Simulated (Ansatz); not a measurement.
Geometry optimisation, RKS PBE0/def2-SVP (Ansatz).

Input file:

```yaml
crystal:
  periodic: [false, false, false]
  atoms:
    - { symbol: Ta, position_ang: [0.0, 0.0, 0.0] }
    - { symbol: "N", position_ang: [2.51, 0.0, 0.0] }
    - { symbol: H, position_ang: [3.04, -0.5118, 0.762] }
    - { symbol: H, position_ang: [3.04, 0.5118, -0.762] }
    - { symbol: F, position_ang: [0.0, 0.0, 1.93] }
    - { symbol: F, position_ang: [0.0, 0.0, -1.93] }
    - { symbol: F, position_ang: [-0.965, 1.6714, 0.0] }
    - { symbol: F, position_ang: [-0.965, -1.6714, 0.0] }
    - { symbol: O, position_ang: [0.7315, -1.8635, 1.1725] }
    - { symbol: H, position_ang: [0.1654, -2.662, 0.9237] }
    - { symbol: H, position_ang: [1.9671, -1.1737, 0.7385] }
basis:
  gaussian: { orbitals: def2-SVP }
hamiltonian:
  xc: pbe0
relax:
  f_tol: 0.15
  max_steps: 25
  restrain:
    - { distance: [0, 8], at: 2.02, k: 30.0 }
    - { distance: [10, 1], at: 1.06, k: 30.0 }
    - { distance: [0, 1], at: 3.36, k: 30.0 }
    - { distance: [10, 8], at: 2.21, k: 30.0 }
output:
  orbitals: {}
```

Launched with:

```bash
$ ansatz run input.yaml --threads 4 --pin off --max-ram 5120MiB --backend cpu --events-out ev --progress --plain --runs-dir out
```

Q: Where does it end, and by what steps?

A: It converged. The restraints hold the end off the free minimum; the threshold counts their pulls, which the force column leaves out. Restrained pairs: Ta1–O9 (2.32 → 1.97 Å), N2–H11 (1.49 → 1.04 Å), Ta1–N2 (2.51 → 3.34 Å), O9–H11 (1.48 → 2.22 Å). After 10 steps the energy has fallen by 6.203 eV (the restraints' own energy left out); F8 moved furthest, 1.18 Å.

```csv
step,energy less start (eV),largest force component (eV/Å),accepted
0,0.0000,4.337,yes
1,0.2999,4.833,yes
2,-0.4103,5.353,yes
3,-2.4554,4.068,yes
4,-4.0082,3.421,yes
5,-4.9953,2.811,yes
6,-5.5706,2.021,yes
7,-5.8787,1.348,yes
8,-6.0724,1.846,yes
9,-6.1922,1.322,yes
10,-6.2026,1.355,yes
```

```xyz
11
Properties=species:S:1:pos:R:3
Ta -0.474 -0.249 0.213
N 2.863 -0.132 0.237
H 3.453 0.102 1.030
H 3.406 -0.014 -0.614
F 0.060 0.529 1.816
F 0.230 -0.028 -1.495
F -1.568 1.257 -0.098
F -2.040 -1.254 0.267
O 0.534 -1.914 0.540
H 0.465 -2.867 0.619
H 2.596 -1.131 0.320
```

Run time: 40 s on 4 threads of Arm Neoverse V1 (shared host), peak memory 0.41 GiB.
